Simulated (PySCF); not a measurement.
Species: H5NSeSi.
Numbering: `[NH2:1][SiH2:2][SeH:3]` (hydrogens: H4, H5 on N1; H6, H7 on Si2; H8 on Se3)

A GFN2-xTB structure was refined with PySCF 2.14.0, PBE0-D3(BJ)/def2-SVP geometry optimisation, gas phase. Its GFN2-xTB values:

| coordinate | GFN2-xTB |
| --- | --- |
| N1–Si2 | 1.715 Å |
| N1–H4 | 1.006 Å |
| Si2–Se3 | 2.296 Å |
| Si2–H6 | 1.462 Å |
| Se3–H8 | 1.430 Å |
| N1–Si2–Se3 | 105.4° |
| N1–Si2–H6 | 118.5° |
| N1–Si2–H7 | 107.2° |
| Si2–Se3–H8 | 95.5° |
| Se3–Si2–H6 | 103.0° |
| Se3–Si2–H7 | 109.2° |
| H4–N1–H5 | 110.6° |
| H6–Si2–H7 | 112.9° |

Problem. How do these coordinates change at the PBE0-D3(BJ)/def2-SVP level?

Solution. 
```json
{"coordinate": "Se3–H8", "PBE0-D3(BJ)/def2-SVP (Å or °)": "1.471", "change": "+0.041"}
{"coordinate": "Si2–H6", "PBE0-D3(BJ)/def2-SVP (Å or °)": "1.498", "change": "+0.036"}
{"coordinate": "Si2–Se3", "PBE0-D3(BJ)/def2-SVP (Å or °)": "2.282", "change": "-0.014"}
{"coordinate": "N1–H4", "PBE0-D3(BJ)/def2-SVP (Å or °)": "1.013", "change": "+0.007"}
{"coordinate": "N1–Si2", "PBE0-D3(BJ)/def2-SVP (Å or °)": "1.720", "change": "+0.005"}
{"coordinate": "N1–Si2–Se3", "PBE0-D3(BJ)/def2-SVP (Å or °)": "110.7", "change": "+5.3"}
{"coordinate": "H6–Si2–H7", "PBE0-D3(BJ)/def2-SVP (Å or °)": "108.9", "change": "-4.0"}
{"coordinate": "Se3–Si2–H7", "PBE0-D3(BJ)/def2-SVP (Å or °)": "113.2", "change": "+4.0"}
{"coordinate": "Si2–Se3–H8", "PBE0-D3(BJ)/def2-SVP (Å or °)": "93.3", "change": "-2.2"}
{"coordinate": "H4–N1–H5", "PBE0-D3(BJ)/def2-SVP (Å or °)": "112.5", "change": "+1.9"}
{"coordinate": "Se3–Si2–H6", "PBE0-D3(BJ)/def2-SVP (Å or °)": "101.2", "change": "-1.8"}
{"coordinate": "N1–Si2–H7", "PBE0-D3(BJ)/def2-SVP (Å or °)": "105.7", "change": "-1.5"}
{"coordinate": "N1–Si2–H6", "PBE0-D3(BJ)/def2-SVP (Å or °)": "117.4", "change": "-1.1"}
```

The energy falls by 10.2 kJ/mol over 12 energy and gradient evaluations, the largest force component goes from 0.0220 to 2.2e-04 Eh/bohr, and the atoms move by 0.186 Å rms after alignment. The bond that changes most is Se3–H8 (ends: selenium bonded to Si and H; hydrogen on selenium), which lengthens by 0.041 Å. Bonds longer at the end by more than 0.005 Å: 4 of 7; shorter: 1. Among the dihedrals that turn most is H4–N1–Si2–H7, from 63° to 27°. Rotational constants go from 15237, 2475, 2218 to 16125, 2375, 2160 MHz.

The run used 89 basis functions and 72 SCF cycles in all.

Not checked by PBE0-D3(BJ)/def2-SVP frequencies. One conformer, not necessarily the lowest.
